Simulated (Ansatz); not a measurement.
Geometry optimisation, Ansatz, RKS PBE0-D4/6-31G*.

The input (input.yaml):

```yaml
crystal:
  periodic: [false, false, false]
  atoms:
    - { symbol: C, position_ang: [-1.0531, -1.8016, -0.0758] }
    - { symbol: C, position_ang: [-0.0958, -1.0252, 0.3862] }
    - { symbol: O, position_ang: [0.6161, -1.4899, 1.4353] }
    - { symbol: C, position_ang: [0.4315, 0.2371, -0.1975] }
    - { symbol: C, position_ang: [1.4915, 0.2682, -0.937] }
    - { symbol: Si, position_ang: [-0.7131, 1.7351, 0.1272] }
    - { symbol: H, position_ang: [-1.3311, -2.6986, 0.3859] }
    - { symbol: H, position_ang: [-1.6457, -1.4333, -0.9557] }
    - { symbol: H, position_ang: [1.3942, -0.8605, 1.6312] }
    - { symbol: H, position_ang: [2.0858, -0.6168, -1.0745] }
    - { symbol: H, position_ang: [1.8418, 1.1953, -1.3506] }
    - { symbol: H, position_ang: [-2.0782, 1.4982, -0.3429] }
    - { symbol: H, position_ang: [-0.1999, 2.9225, -0.6018] }
    - { symbol: H, position_ang: [-0.7569, 2.0403, 1.5988] }
basis:
  gaussian: { orbitals: "6-31G*" }
hamiltonian:
  xc: pbe0
  dispersion: d4
relax:
  f_tol: 0.015
  max_steps: 40
output:
  orbitals: {}
```

Launched with:

```bash
$ ansatz run input.yaml --threads 2 --pin off --max-ram 3072MiB --backend cpu --events-out ev --progress --plain --runs-dir out
```

Where does it end, and by what steps?

The run converged. After 16 steps the energy has fallen by 0.514 eV; H8 moved furthest, 1.15 Å.

| step | energy less start (eV) | largest force component (eV/Å) | accepted |
| --- | --- | --- | --- |
| 0 | 0.0000 | 3.887 | yes |
| 1 | -0.2661 | 0.888 | yes |
| 2 | -0.2868 | 1.110 | yes |
| 3 | -0.3549 | 0.248 | yes |
| 4 | -0.3648 | 0.435 | yes |
| 5 | -0.3974 | 0.525 | yes |
| 6 | -0.4270 | 0.476 | yes |
| 7 | -0.4576 | 0.645 | yes |
| 8 | -0.4907 | 0.197 | yes |
| 9 | -0.4942 | 0.275 | yes |
| 10 | -0.5069 | 0.316 | yes |
| 11 | -0.5122 | 0.097 | yes |
| 12 | -0.5134 | 0.070 | yes |
| 13 | -0.5137 | 0.065 | yes |
| 14 | -0.5139 | 0.038 | yes |
| 15 | -0.5140 | 0.019 | yes |
| 16 | -0.5140 | 0.006 | yes |

```xyz
14
Properties=species:S:1:pos:R:3
C -1.267 -1.544 0.342
C 0.003 -1.120 0.295
O 1.000 -1.980 0.653
C 0.399 0.221 -0.173
C 1.655 0.469 -0.581
Si -0.845 1.630 -0.143
H -1.501 -2.542 0.696
H -2.079 -0.926 -0.021
H 1.761 -1.454 0.939
H 2.414 -0.311 -0.644
H 1.968 1.457 -0.908
H -2.034 1.331 -0.989
H -0.168 2.843 -0.679
H -1.318 1.898 1.243
```

Whether the end is a true minimum wasn't checked by a vibrational analysis.

Time of the run: 77 s on 2 threads of Arm Neoverse V1 (shared host), peak memory 0.26 GiB.
